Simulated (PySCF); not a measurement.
Species: C₄H₁₂OSi.
Numbering: `[CH3:1][O:2][CH2:3][C@H:4]([CH3:5])[SiH3:6]` (hydrogens: H7, H8, H9 on C1; H10, H11 on C3; H12 on C4; H13, H14, H15 on C5; H16, H17, H18 on Si6)

The same species was optimised twice, with GFN2-xTB and with PBE0-D3(BJ)/def2-SVP (PySCF), and the same property calculations (PySCF, gas phase) were run on both structures.

```json
{"coordinate": "O2–C3 (Å)", "GFN2-xTB": "1.411", "PBE0-D3(BJ)/def2-SVP": "1.400", "change": "-0.011"}
{"coordinate": "C4–Si6 (Å)", "GFN2-xTB": "1.912", "PBE0-D3(BJ)/def2-SVP": "1.904", "change": "-0.008"}
{"coordinate": "C1–O2 (Å)", "GFN2-xTB": "1.400", "PBE0-D3(BJ)/def2-SVP": "1.392", "change": "-0.008"}
{"coordinate": "C4–C5 (Å)", "GFN2-xTB": "1.524", "PBE0-D3(BJ)/def2-SVP": "1.528", "change": "+0.004"}
{"coordinate": "C3–C4 (Å)", "GFN2-xTB": "1.520", "PBE0-D3(BJ)/def2-SVP": "1.519", "change": "-0.001"}
{"coordinate": "C3–C4–Si6 (°)", "GFN2-xTB": "105.8", "PBE0-D3(BJ)/def2-SVP": "110.0", "change": "+4.2"}
{"coordinate": "O2–C3–C4 (°)", "GFN2-xTB": "106.1", "PBE0-D3(BJ)/def2-SVP": "108.4", "change": "+2.3"}
{"coordinate": "C3–C4–C5 (°)", "GFN2-xTB": "111.1", "PBE0-D3(BJ)/def2-SVP": "112.3", "change": "+1.2"}
{"coordinate": "C5–C4–Si6 (°)", "GFN2-xTB": "111.6", "PBE0-D3(BJ)/def2-SVP": "111.3", "change": "-0.3"}
{"coordinate": "C1–O2–C3 (°)", "GFN2-xTB": "114.3", "PBE0-D3(BJ)/def2-SVP": "114.1", "change": "-0.2"}
{"coordinate": "C1–O2–C3–C4 (°)", "GFN2-xTB": "173", "PBE0-D3(BJ)/def2-SVP": "179", "change": "+6"}
{"coordinate": "O2–C3–C4–C5 (°)", "GFN2-xTB": "85", "PBE0-D3(BJ)/def2-SVP": "72", "change": "-13"}
```

Rotational constants: A = 3747, B = 1982, C = 1505 MHz (GFN2-xTB) against A = 3901, B = 1787, C = 1429 MHz (PBE0-D3(BJ)/def2-SVP). Point groups within 0.08 Å: C1 and C1.

On the GFN2-xTB structure: HOMO (eV) -7.60 [PBE0/pcSseg-1]; LUMO (eV) 1.18 [PBE0/pcSseg-1]; dipole (D) 2.02 [PBE0/pcSseg-1]; GIAO shielding of C1 (ppm) 126.5 [PBE0/pcSseg-1]; GIAO shielding of O2 (ppm) 304.6 [PBE0/pcSseg-1]; GIAO shielding of C3 (ppm) 106.4 [PBE0/pcSseg-1]; GIAO shielding of C4 (ppm) 164.1 [PBE0/pcSseg-1]; GIAO shielding of C5 (ppm) 167.9 [PBE0/pcSseg-1]; GIAO shielding of Si6 (ppm) 418.9 [PBE0/pcSseg-1].

What do these properties become on the PBE0-D3(BJ)/def2-SVP structure?

```
                                    property          level  on GFN2-xTB  on PBE0-D3(BJ)/def2-SVP  change
                                   HOMO (eV)  PBE0/pcSseg-1        -7.60                    -7.52   +0.08
                                   LUMO (eV)  PBE0/pcSseg-1         1.18                     1.09   -0.09
                                  dipole (D)  PBE0/pcSseg-1         2.02                     1.86   -0.16
energy, GFN2-xTB geometry as zero (kcal/mol)  PBE0/pcSseg-1          0.0                     -2.0    -2.0
                  GIAO shielding of C1 (ppm)  PBE0/pcSseg-1        126.5                    125.3    -1.2
                  GIAO shielding of O2 (ppm)  PBE0/pcSseg-1        304.6                    309.0    +4.4
                  GIAO shielding of C3 (ppm)  PBE0/pcSseg-1        106.4                    106.0    -0.4
                  GIAO shielding of C4 (ppm)  PBE0/pcSseg-1        164.1                    164.4    +0.3
                  GIAO shielding of C5 (ppm)  PBE0/pcSseg-1        167.9                    167.5    -0.4
                 GIAO shielding of Si6 (ppm)  PBE0/pcSseg-1        418.9                    409.6    -9.3
```

The heavy atoms differ by 0.150 Å rms after alignment. Among bonds between heavy atoms O2–C3 changes most (-0.011 Å). Changes are differences of the printed values. Neither structure is proved a minimum here.

Shape of the structure used: `[CH3:1][O:2][CH2:3][C@H:4]([CH3:5])[SiH3:6]`: C1–O2–C3–C4 179°, O2–C3–C4–C5 72°.
